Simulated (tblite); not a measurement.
Compound: C5H6F3P.
Z-matrix (Å and degrees, GFN2-xTB geometry), rows numbered from 1:
```
C 
C   1  1.5069
C   2  1.4978  1  118.94
P   3  1.8504  2   66.73  1  -109.70
C   4  1.8399  2   97.36  3    93.57
F   5  1.3485  4  120.35  2   -26.47
C   5  1.3286  4  120.80  2   153.77
F   7  1.3246  5  127.32  4   179.97
F   7  1.3282  5  121.75  4    -0.02
H   1  1.0900  2  109.77  3   -79.76
H   1  1.0885  2  110.71  3    39.96
H   1  1.0879  2  110.95  3   160.49
H   2  1.0853  1  113.98  3   143.32
H   3  1.0823  2  116.85  4   106.96
H   3  1.0814  2  118.87  4  -110.30
```

Method: GFN2-xTB as coded in tblite; computed harmonic values from a numerical Hessian at the method's own geometry, unscaled. This tight-binding method is rough: wavenumbers can miss measured ones by several per cent, in bad cases by 10 to 20. One conformer, not necessarily the lowest.

Harmonic wavenumbers (cm⁻¹): 31.9, 94.8, 110.0, 170.7, 190.8, 202.9, 249.9, 278.3, 358.0, 416.2, 427.2, 455.5, 462.1, 633.5, 647.0, 681.4, 832.6, 878.8, 951.6, 978.0, 984.6, 997.9, 1069.6, 1135.3, 1152.5, 1179.3, 1195.8, 1317.9, 1407.5, 1411.6, 1483.5, 1488.1, 1729.0, 3005.0, 3016.7, 3028.5, 3034.2, 3053.3, 3071.8.

A = 2940, B = 772.4, C = 681.5 MHz; mass 154.016 u (most abundant isotopes); point group C1, symmetry number 1.

Task: Zero-point energy?

Result: Half the sum of the wavenumbers: 21907 cm⁻¹ = 262.06 kJ/mol.

Task: Give the ideal-gas entropy at 400 K and 1 bar in the rigid-rotor, harmonic-oscillator model (classical rotation).

Result: Translation 177.78, rotation 128.01, vibration 162.82: S = 468.6 J/(mol K).

Task: And Cp and H(400 K) − H(0)?

Result: Cp = 188.05 J/(mol K), of which vibrations give 154.79 (their classical limit is 39 R = 324.3); H(400 K) − H(0) = 46.58 kJ/mol without the zero-point energy, 33.28 from vibrations.

Task: What must be added to the electronic energy to get the Gibbs energy at 400 K and 1 bar?

Result: ZPE + [H(400 K) − H(0)] − T·S = 262.06 + 46.58 − 187.45 = 121.19 kJ/mol.

Task: Which modes carry the vibrational entropy at 400 K?

Result: 31.9 cm⁻¹: 26.32; 94.8 cm⁻¹: 17.30; 110.0 cm⁻¹: 16.08; 170.7 cm⁻¹: 12.50; 190.8 cm⁻¹: 11.61; 202.9 cm⁻¹: 11.12 J/(mol K); the other 33 give 67.90 together.

Task: How do the functions run with temperature in this model?

Result: 
| T (K) | S (J/(mol K)) | Cp (J/(mol K)) | H − H(0) (kJ/mol) | G − H(0) (kJ/mol) | ln q(vib) |
| --- | --- | --- | --- | --- | --- |
| 100 | 295.5 | 78.9 | 5.41 | -24.14 | 1.80 |
| 200 | 363.5 | 120.4 | 15.46 | -57.23 | 4.41 |
| 300 | 419.2 | 156.3 | 29.32 | -96.43 | 7.03 |
| 500 | 513.5 | 214.0 | 66.74 | -190.00 | 12.03 |
| 800 | 626.4 | 265.2 | 139.42 | -361.71 | 18.83 |
| 1000 | 688.0 | 286.3 | 194.68 | -493.30 | 22.89 |

q(vib) and H(0) count from the zero-point level.

Task: Blend soft modes into free rotors: weight 1/[1 + (100 cm⁻¹/ν̃)⁴] for the oscillator and the rest for a rotor with moment μB/(μ + B), μ = h/(8π²ν), B = 10⁻⁴⁴ kg m². What vibrational entropy results?

Result: 150.74 J/(mol K) in place of 162.82, which changes −T·S at 400 K by +4.83 kJ/mol.

Hindered rotation and anharmonicity are outside this model. Other conformers, if any are populated, would add a mixing term that is left out. The structure is chiral; the term R ln 2 for an equal mix with its mirror image is left out.
